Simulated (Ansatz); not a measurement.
Na₃Cl₃⁻, relaxed as a doublet with UKS PBE-D4/def2-SVPD in Ansatz, starting from the GFN1-xTB geometry. Force threshold 0.02 eV/Å.

The relaxation made no stability test and no search for a lower SCF solution. Another isomer (doublet) lies 0.28 eV lower at PBE0-D4/def2-TZVPD; other spin states weren't run for this one.

Start:

```xyz
6

Na   -1.1400    1.3126   -0.4353
Na    1.7157   -0.2737    0.3419
Na   -1.6219   -1.6476    0.0519
Cl   -3.4434    0.0409   -0.6174
Cl    3.4531   -1.8631    0.9468
Cl    1.0365    2.4308   -0.2879
```

```tsv
step	energy (eV)	largest force component (eV/Å)	SCF passes
1	-50785.2472	0.386	15
2	-50785.3927	0.193	17
3	-50785.4461	0.096	20
4	-50785.4686	0.045	17
5	-50785.4830	0.036	16
6	-50785.4953	0.046	16
7	-50785.5079	0.058	16
8	-50785.5214	0.052	16
9	-50785.5340	0.045	17
10	-50785.5462	0.037	17
11	-50785.5569	0.030	17
12	-50785.5668	0.023	17
13	-50785.5732	0.081	17
14	-50785.5832	0.022	16
15	-50785.5894	0.030	17
16	-50785.5941	0.044	16
17	-50785.5979	0.053	17
18	-50785.6008	0.059	16
19	-50785.6027	0.060	17
20	-50785.6041	0.055	17
21	-50785.6060	0.050	17
22	-50785.6073	0.054	17
23	-50785.6089	0.068	16
24	-50785.6128	0.074	16
25	-50785.6164	0.069	20
26	-50785.6177	0.106	16
27	-50785.6209	0.064	17
28	-50785.6218	0.037	17
29	-50785.6221	0.014	17
```

Force components are those of the run's own axes.

End:

```xyz
6

Na   -1.385    0.322   -0.299
Na    3.598    0.064    0.601
Na   -5.519   -1.267   -0.691
Cl   -3.813    0.721   -0.793
Cl    6.027   -0.006    1.029
Cl    1.092    0.166    0.153
```

Bonds lost: Na2–Na3 (atoms count from 1). Metal–metal contacts that move far: Na1–Na2 3.36 to 5.07 Å, Na1–Na3 3.04 to 4.45 Å.

No frequencies were taken in this run, so the end may be a saddle point.

Hardware: 4 threads of Intel Xeon Platinum 8488C on a shared host. Wall time 58 s.
